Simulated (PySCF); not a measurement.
Unknowns

PySCF 2.14.0 with density-fitted response routines calculation with couplings computed with B3LYP/pcJ-1 (spin–dipole term left out of most H,H and C,H couplings), PBE0/pcSseg-1 with gauge-including orbitals and structure optimised with PBE0-D3(BJ)/def2-SVP; relativity neglected, averaged over atoms made equivalent by symmetry, fast rotation or ring inversion, one computed conformer, gas phase.

Shifts are taken against calculated references (same method and geometry level): ¹H, ¹³C vs TMS. Multiplet labels drop J under 1 Hz and among equivalent protons, and merge close values. Unscaled 3J(H,H) run several per cent high. One-bond C–F couplings are unscaled and too large by tens of Hz. Shifts are as computed. Against solution values, carbons near 30 ppm lie about +2 ppm off and those near 130 ppm about +5 ppm. Of 1211 compounds with measured shifts, 218 miss one by over three times the rms of a fit or turn the order of signals round; such compounds aren't used in these exercises.

Q: C8H6F2. ¹H NMR (400 MHz, computed): δ 7.58 (m, 1H), 7.13 (m, 1H), 7.13 (ddd, J = 19.4, 12.8, 2.2 Hz, 1H), 7.11 (m, 1H), 6.21 (d, J = 19.4 Hz, 1H), 5.76 (dd, J = 12.8, 1.1 Hz, 1H). ¹³C{¹H} NMR (computed): δ 158.8 (C, dd, J = 314.6, 11.0 Hz), 155.3 (C, dd, J = 316.2, 10.9 Hz), 134.3 (CH, d, J = 8.4 Hz), 131.1 (C, d, J = 4.3 Hz), 128.0 (CH, d, J = 3.6 Hz), 122.8 (CH), 121.5 (CH, d, J = 14.9 Hz), 121.3 (CH2). What is it?

A: `C=Cc1cccc(F)c1F`. The formula gives 5 degrees of unsaturation (1 ring in the answer). 8 carbon signals for 8 carbons: no two carbons are equivalent. Carbon types of the structure: 3 × C, 4 × CH, 1 × CH2, which accounts for all hydrogens. δC 158.8, 155.3: aromatic carbon bearing fluorine; an ipso carbon deshielded by its heteroatom. δC 134.3: alkene CH; an sp2 carbon of a C=C bond. δC 128.0, 122.8, 121.5: aromatic CH. δC 121.3: terminal =CH2 carbon; as expected for a trigonal carbon in a double bond. The protons at 6.21 and 7.13 share a coupling of 19.4 Hz (vicinal, trans across C=C). The protons at 5.76 and 7.13 share a coupling of 12.8 Hz (vicinal, cis across C=C).

The data come from this structure; uniqueness wasn't tested.

Q: C8H7N. ¹H NMR (400 MHz, computed): δ 7.71 (dd, J = 8.6, 1.1 Hz, 1H), 7.53 (td, J = 8.5, 1.1 Hz, 1H), 7.39 (dq, J = 8.6, 1.0 Hz, 1H), 7.36 (t, J = 8.5 Hz, 1H), 2.58 (d, J = 1.0 Hz, 3H). ¹³C{¹H} NMR (computed): δ 149.7 (C), 139.5 (CH), 137.6 (CH), 135.2 (CH), 131.2 (CH), 123.4 (C), 118.0 (C), 23.2 (CH3). Identify the compound.

A: `InChI=1S/C8H7N/c1-7-4-2-3-5-8(7)6-9/h2-5H,1H3`. Rings plus π bonds: 6 (1 ring in the answer). 8 carbon signals for 8 carbons: no two carbons are equivalent. Carbon types of the structure: 3 × C, 4 × CH, 1 × CH3, which accounts for all hydrogens. δC 149.7, 118.0: substituted aromatic carbon. δC 139.5, 137.6, 135.2, 131.2: aromatic CH; the aromatic region. δC 123.4: nitrile carbon; C≡N carbons fall here, among the sp2 signals but without a proton. δC 23.2: methyl carbon on an aromatic ring; a saturated carbon with 1 carbon neighbour and no heteroatom attached. The protons at 7.36 and 7.71 share a coupling of 8.6 Hz (vicinal, an ortho-type coupling). The protons at 7.39 and 7.53 share a coupling of 8.6 Hz (vicinal, an ortho-type coupling). The protons at 7.53 and 7.36 share a coupling of 8.4 Hz (vicinal, an ortho-type coupling).

The shifts were computed for this structure.
